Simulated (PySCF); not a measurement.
BF₂, SMILES F[B+]F, charge +1. Atoms are numbered in the order given.

```xyz
3

B      0.0000     0.0000     0.0000
F      0.0000     0.0000    -1.2386
F      0.0000     0.0000     1.2386
```
Charge +1, spin multiplicity 1.

The structure is a stationary point at PBE-D3(BJ)/def2-TZVP.

These are PBE/pcSseg-2 run with PySCF values and carry that method's errors.

GIAO shieldings, no solvent; atoms alike by connectivity are averaged. δ = σ(ref) − σ: ¹¹B against BF3 (σ = 83.1 ppm); ¹⁹F against CFCl3 (σ = 132.0 ppm), references at their B3LYP-D3(BJ)/def2-TZVP geometries, non-relativistic.

Computed chemical shifts:
```tsv
nucleus	atoms	count	δ (ppm)
¹¹B	B1	1	-9.1
¹⁹F	F2, F3	2	-162.1
```
